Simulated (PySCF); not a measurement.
PySCF job for CdI, SMILES [Cd+][I], charge +1, C-PCM-M06-2X/def2-TZVPD. Geometry optimised at B3LYP-D3(BJ)/def2-TZVP. The spin state was assumed, not searched. The def2 effective core potentials stand for the cores of Cd, I; spin–orbit coupling is left out.

```python
import numpy as np
from pyscf import gto, scf, dft
from pyscf.solvent import pcm

mol = gto.M(
    atom='''
    Cd    0.00000000    0.00000000   -1.36032210
    I     0.00000000    0.00000000    1.23198982
    ''',
    basis='def2-TZVPD',
    ecp={'Cd': 'def2-tzvp', 'I': 'def2-tzvp'},
    charge=1,
    spin=0,
    max_memory=1600,
    verbose=3,
)
mf = dft.RKS(mol, xc='m06-2x').density_fit(auxbasis='def2-universal-jkfit')
mf.grids.level = 4
mf.conv_tol = 1e-9
mf.max_cycle = 100
mf.kernel()
res = {}
for name, eps in {'water': 78.355, 'toluene': 2.3741, 'ethylethanoate': 5.9867}.items():
    s = mf.PCM()
    s.with_solvent.method, s.with_solvent.eps, s.with_solvent.lebedev_order = 'C-PCM', eps, 29
    s.kernel(mf.make_rdm1())
    res[name] = (s.e_tot, eps, s.dip_moment(), s.mo_energy, s.converged)
    print(f'{name}: electrostatic solvation free energy {(s.e_tot - mf.e_tot) * 627.509474:.3f} kcal/mol')
```

Log of the run:

```
converged SCF energy = -465.057683977455

WARN: PCM is an experimental feature. It is still in testing.
Features and APIs may be changed in the future.

converged SCF energy = -465.219313591017

WARN: System has nonzero charge 1; the dipole moment is origin-dependent.
Location of origin: [0. 0. 0.]

Dipole moment(X, Y, Z, Debye): -0.00000, -0.00000, -12.18035
water: electrostatic solvation free energy -101.424 kcal/mol

WARN: PCM is an experimental feature. It is still in testing.
Features and APIs may be changed in the future.

converged SCF energy = -465.145915000896

WARN: System has nonzero charge 1; the dipole moment is origin-dependent.
Location of origin: [0. 0. 0.]

Dipole moment(X, Y, Z, Debye): -0.00000, -0.00000, -9.39011
toluene: electrostatic solvation free energy -55.366 kcal/mol

WARN: PCM is an experimental feature. It is still in testing.
Features and APIs may be changed in the future.

converged SCF energy = -465.19015453946

WARN: System has nonzero charge 1; the dipole moment is origin-dependent.
Location of origin: [0. 0. 0.]

Dipole moment(X, Y, Z, Debye):  0.00000,  0.00000, -11.04354
ethylethanoate: electrostatic solvation free energy -83.127 kcal/mol
```

Self-consistency was reached.
